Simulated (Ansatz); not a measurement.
`O=C(O)[TeH]` + PH₃ → `P[TeH]` + `O=CO` at 700 K and 1 bar (ligand exchange at a Te–C bond).

Isolated molecules relaxed with PBE0-D4/def2-TZVP in Ansatz; ΔE leaves out vibrations. CCSD(T)/CBS is the MP2 limit (def2-TZVPP, def2-QZVPP) plus CCSD(T) − MP2 in def2-TZVPP, frozen cores. This one scheme is used for every species. def2 core potentials past Kr. For Te outer-core shells are correlated without core-valence functions, which leaves a few kJ/mol of doubt a bond. One conformer a species, not always the lowest.

| species | CCSD(T)/CBS energy (Eh) | H − E (kJ/mol) | S (J/(mol·K)) |
| --- | --- | --- | --- |
| `O=C(O)[TeH]` | -457.32249 | 132.0 | 386.0 |
| PH₃ | -342.72256 | 91.5 | 248.3 |
| `P[TeH]` | -610.46278 | 106.3 | 350.1 |
| `O=CO` | -189.60296 | 123.9 | 296.8 |

H − E and S are ideal-gas, rigid-rotor, harmonic terms from PBE0-D4/def2-TZVP, for one conformer and one mirror image of each species. 1 Eh = 2625.50 kJ/mol, R = 8.31446 J/(mol·K).

Problem. By hand: ΔE, ΔH, ΔS and ΔG.

Solution. ΔE = (-610.46278) + (-189.60296) − (-457.32249) − (-342.72256) = -0.02069 Eh = -54.3 kJ/mol. Δ(H − E) = 106.3 + 123.9 − 132.0 − 91.5 = 6.7, so ΔH = -47.6 kJ/mol. ΔS = 350.1 + 296.8 − 386.0 − 248.3 = 12.6 J/(mol·K). ΔG = -47.6 − 700 × (12.6)/1000 = -56.4 kJ/mol.

Problem. By hand: the equilibrium constant, and the temperature at which ΔG would vanish if ΔH and ΔS stayed fixed.

Solution. log₁₀ K = −ΔG/(RT ln 10) = 4.2. ΔH and −TΔS have one sign here, so there is no such temperature.

The number of gas molecules stays the same, so ΔS is small and ΔH decides. A doubt of 5 kJ/mol in ΔE shifts log₁₀ K by 0.4 here. Other conformers and mirror images would add mixing entropy, several J/(mol·K) or more a flexible species. These are equilibria of isolated gas molecules and say nothing of rates. Largest T1 diagnostic: 0.016 (customary marks: 0.02 for closed shells, 0.045 for open ones).

ΔS is within the doubt of such terms, so its sign, and with it that verdict, could turn.
